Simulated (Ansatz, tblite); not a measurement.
Removing and adding an electron: N-butylpyridinium chloride (C₉H₁₄ClN). The state is a singlet with charge 0. Geometry: PBE-D4/def2-SVP. Ansatz, gas phase; energy differences of separate SCF runs; the oxidised species was run as a doublet alone; the reduced species was run as a doublet alone.

The xTB rows come from tblite.

```csv
level,−HOMO (eV),vertical IE (eV),−LUMO (eV),vertical EA (eV),HOMO–LUMO gap (eV),IE − EA (eV),remarks
GFN1-xTB,11.01,13.39,8.29,5.61,2.71,7.78,–
GFN2-xTB,9.87,12.43,7.25,4.50,2.62,7.93,–
PBE-D4/def2-TZVP,5.10,7.66,2.13,-0.25,2.96,7.91,HOMO above zero (-1 doublet)
BLYP-D4/def2-TZVP,4.93,7.55,1.98,-0.34,2.95,7.89,HOMO above zero (-1 doublet)
PBE0-D4/def2-TZVP,6.01,7.70,1.29,-0.26,4.72,7.96,HOMO above zero (-1 doublet)
```

Relaxing the reduced species (PBE-D4/def2-SVP) changes its energy by -1.45 eV at PBE-D4/def2-TZVP, so the adiabatic electron affinity to this nearest minimum is 1.19 eV. On the way the bond C6–Cl25 breaks. At PBE0-D4/def2-TZVP it is 1.32 eV. The highest occupied level of the relaxed charge -1 doublet lies above zero (up to 0.95 eV). By energy differences its removal costs 1.19 eV (each at its own geometry, to the charge 0 singlet, at PBE-D4/def2-TZVP); self-interaction error and the lack of diffuse functions both raise the level.     A HOMO above zero means that the electron is unbound at that level or that self-interaction error raises the level; the energy of removing that electron tells which. Raw xTB energy differences between charge states are shifted by several eV; the methods need an empirical correction for them. Sets without diffuse functions give affinities that are too small. A negative affinity means that the extra electron isn't bound; its size then hangs on the basis.
